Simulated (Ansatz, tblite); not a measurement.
Forces on Au4 at its PBE-D4/def2-SVP geometry. Total charge 0; singlet.

In the def2 sets Au takes a core potential; there is no spin–orbit coupling. The xTB rows come from tblite. No other spin state of charge 0 was run. Another isomer (singlet) lies 0.43 eV lower at PBE0-D4/def2-TZVP; other spin states weren't run for this one.

GFN1-xTB (tblite), largest force 0.53 eV/Å:

```xyz
4
positions Å, forces eV/Å
Au   -1.495   -1.693    2.761    0.339    0.192   -0.356
Au   -0.185    0.807   -1.048    0.389    0.017   -0.143
Au    1.541    1.647   -2.740   -0.353   -0.169    0.344
Au    0.139   -0.761    1.027   -0.375   -0.039    0.155
```

GFN2-xTB (tblite), largest force 0.71 eV/Å:

```
Au 0.219 0.098 -0.195
Au 0.238 0.356 -0.565
Au -0.234 -0.086 0.191
Au -0.222 -0.368 0.570
```

PBE-D4/def2-TZVP (Ansatz), largest force 0.17 eV/Å:

```
Au 0.108 0.065 -0.117
Au 0.137 -0.063 0.044
Au -0.116 -0.057 0.116
Au -0.129 0.055 -0.043
```
